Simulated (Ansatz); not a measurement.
## Ansatz (development build ahead of 0.2.0) run

```yaml
crystal:
  periodic: [false, false, false]
  atoms:
    - { symbol: Mn, position_ang: [0.0, 0.0, 0.0] }
    - { symbol: O, position_ang: [0.0, 0.0, 1.6] }
basis:
  gaussian: { orbitals: pcseg-2 }
total_charge: 1
magnetization:
  initial_magnetization: 4
hamiltonian:
  xc: pbe0
```

The input is written out in the form of the current development build from the run's settings.

The run gave:

```json
{
  "Converged": "yes",
  "Total energy": "-1225.60396 hartree",
  "Spin squared of the determinant": "6.000",
  "Stability test": "minimum among restricted orbitals"
}
```

Caution: no unrestricted run beside it, a lower state can exist; other spin multiplicities were not run.
